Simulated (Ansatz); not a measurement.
Consider the ligand exchange at the Si–S bond: `FC([SiH3])[SiH2]S` + HCl → `FC([SiH3])[SiH2]Cl` + H₂S.

Program: Ansatz. Geometries: PBE0-D4/def2-TZVP. ΔE: electronic, gas phase. CCSD(T)/CBS is the MP2 limit (def2-TZVPP, def2-QZVPP) plus CCSD(T) − MP2 in def2-TZVPP, frozen cores. This one scheme is used for every species. Functionals use def2-TZVPP. B3LYP here is the variant with VWN-RPA as its local correlation; programs differ in this. One conformer a species, not always the lowest.

```json
{"level": "PBE0-D4", "ΔE (kJ/mol)": "-32.0", "difference from CCSD(T)/CBS": "2.7"}
{"level": "ωB97X-V", "ΔE (kJ/mol)": "-36.4", "difference from CCSD(T)/CBS": "-1.7"}
{"level": "ωB97M-V", "ΔE (kJ/mol)": "-36.7", "difference from CCSD(T)/CBS": "-2.0"}
{"level": "B2PLYP", "ΔE (kJ/mol)": "-37.4", "difference from CCSD(T)/CBS": "-2.7"}
{"level": "r2SCAN", "ΔE (kJ/mol)": "-34.9", "difference from CCSD(T)/CBS": "-0.2"}
{"level": "PBE0", "ΔE (kJ/mol)": "-33.7", "difference from CCSD(T)/CBS": "1.0"}
{"level": "B3LYP", "ΔE (kJ/mol)": "-38.7", "difference from CCSD(T)/CBS": "-4.0"}
{"level": "HF/def2-TZVPP", "ΔE (kJ/mol)": "-46.2", "difference from CCSD(T)/CBS": "-11.5"}
{"level": "MP2/def2-TZVPP", "ΔE (kJ/mol)": "-34.3", "difference from CCSD(T)/CBS": "0.4"}
{"level": "CCSD/def2-TZVPP", "ΔE (kJ/mol)": "-35.9", "difference from CCSD(T)/CBS": "-1.2"}
{"level": "CCSD(T)/def2-TZVPP", "ΔE (kJ/mol)": "-33.9", "difference from CCSD(T)/CBS": "0.8"}
{"level": "HF/def2-QZVPP", "ΔE (kJ/mol)": "-46.9", "difference from CCSD(T)/CBS": "-12.2"}
{"level": "MP2/def2-QZVPP", "ΔE (kJ/mol)": "-35.1", "difference from CCSD(T)/CBS": "-0.4"}
{"level": "HF/CBS(def2)", "ΔE (kJ/mol)": "-47.0", "difference from CCSD(T)/CBS": "-12.3"}
{"level": "MP2/CBS(def2)", "ΔE (kJ/mol)": "-35.2", "difference from CCSD(T)/CBS": "-0.5"}
{"level": "CCSD/CBS(def2)", "ΔE (kJ/mol)": "-36.7", "difference from CCSD(T)/CBS": "-2.0"}
{"level": "CCSD(T)/CBS", "ΔE (kJ/mol)": "-34.7", "difference from CCSD(T)/CBS": "0"}
```

Largest T1 diagnostic among the species: 0.012.

In def2-TZVPP, CCSD(T) changes the Hartree–Fock value by +12.3 kJ/mol (the triples alone add +2.0 kJ/mol) and MP2 by +11.8 kJ/mol. The D4 term adds +3.0 kJ/mol with B3LYP and +1.7 kJ/mol with PBE0; it sums over pairs of atoms, weighted by their polarisabilities, and B3LYP, whose exchange is more repulsive, gets the larger term.
